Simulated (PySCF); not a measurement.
## Fine-structure interval of V⁶⁺ by level of theory

V⁶⁺ [Ne] 3s2 3p5 [3p1/2^2 3p3/2^3, M_J = 3/2] → V⁶⁺ [Ne] 3s2 3p5 [3p1/2^1 3p3/2^4, M_J = 1/2], as a difference of total energies. Computed with PySCF 2.14 in an uncontracted even-tempered set (20 s from 0.27 bohr⁻², ratio 2.4; 14 p from 0.35 bohr⁻², ratio 2.4; 5 d from 2.9 bohr⁻², ratio 2.6; 5 f from 4.4 bohr⁻², ratio 2.6), with the two-component X2C-1e Hamiltonian. Correlated levels: 1s2 frozen; the 50 highest virtual spinors dropped. "Screened" scales the spin-orbit matrix elements by Boettger's factors to mimic the two-electron term; Breit and QED terms are absent.

```json
{"method": "GHF (screened spin-orbit)", "fine-structure interval (cm⁻¹)": "7257.3"}
{"method": "GMP2 (screened spin-orbit)", "fine-structure interval (cm⁻¹)": "8105.6"}
{"method": "GHF (bare spin-orbit)", "fine-structure interval (cm⁻¹)": "8022.5"}
```
